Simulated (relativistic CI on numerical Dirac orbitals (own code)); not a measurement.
# Radial parameters of W XXXVII

Calculated at this level of theory: Dirac-Coulomb-Breit CI, orbitals from a KLI potential per configuration, QED by a radiative potential, unscaled Slater integrals (own radial code, finite nucleus).

Slater integrals F^k, G^k are unscaled and averaged over j, outside the closed core [Ar] 3d10; ζ comes from projecting the Hamiltonian with its Breit term on Σ l·s of the shell.

- 4s2 4p6 4d2: F^2(4d,4d) = 238210, F^4(4d,4d) = 162330, ζ(4d) = 60335 cm⁻¹; <r>(4d) = 0.4212, <r^2>(4d) = 0.2027 (bohr units).
- 4s2 4p6 4d 4f: ζ(4d) = 60270, F^2(4d,4f) = 239880, F^4(4d,4f) = 156250, G^1(4d,4f) = 243360, G^3(4d,4f) = 169280, G^5(4d,4f) = 124860, ζ(4f) = 10392 cm⁻¹; <r>(4d) = 0.4215, <r^2>(4d) = 0.2031, <r>(4f) = 0.3946, <r^2>(4f) = 0.1762 (bohr units).
- 4s2 4p5 4d3: ζ(4p) = 481870, F^2(4d,4d) = 238160, F^4(4d,4d) = 162290, F^2(4p,4d) = 239020, G^1(4p,4d) = 296280, G^3(4p,4d) = 189980, ζ(4d) = 60095 cm⁻¹; <r>(4p) = 0.4202, <r^2>(4p) = 0.1999, <r>(4d) = 0.4213, <r^2>(4d) = 0.2028 (bohr units).

(1) Give the Racah parameters of the d shell in 4s2 4p6 4d2.

Averages of the first 10 configurations, taken without configuration mixing, which lowers the lowest level and can move excited configurations by several eV; other configurations of the list can lie among them:

```tsv
Configuration	Parity	States	Average energy above the lowest level (eV)
4s2 4p6 4d2	even	45	28.2
4s2 4p6 4d 4f	odd	140	232.0
4s2 4p5 4d3	odd	720	232.2
4s 4p6 4d3	even	240	403.8
4s2 4p5 4d2 4f	even	3780	433.7
4s 4p6 4d2 4f	odd	1260	605.5
4s2 4p6 4d 5s	even	20	503.7
4s2 4p6 4f 5s	odd	28	707.2
4s2 4p6 4d 5p	odd	60	575.9
4s2 4p6 4f2	even	91	438.4
```

## Answers

(1) B = F²/49 − 5F⁴/441 = 3021 cm⁻¹ and C = 35F⁴/441 = 12883 cm⁻¹.
